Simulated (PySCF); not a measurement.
## CH$_{3}$GeO, SMILES `O=[C][GeH3]` (charge 0, multiplicity 2)

These are PySCF 2.14.0 with PBE-D3(BJ)/def2-TZVP values and carry that method's errors.

```
Item                                              Value
-----------------------------  ------------------------
highest occupied spin orbital                  -4.32 eV
dipole moment                                    1.53 D
total energy                              -2191.6721 Ha
cost                           roughly 2.1 core-minutes
```

Bond lengths (Å): O1–C2 1.177, C2–Ge3 2.085, Ge3–H4 1.544, Ge3–H5 1.554, Ge3–H6 1.544. Angles (°): O1–C2–Ge3 128.2, C2–Ge3–H4 103.9, C2–Ge3–H5 115.7, C2–Ge3–H6 103.9, H4–Ge3–H5 111.4, H4–Ge3–H6 109.9, H5–Ge3–H6 111.4.
Charge 0, spin multiplicity 2.
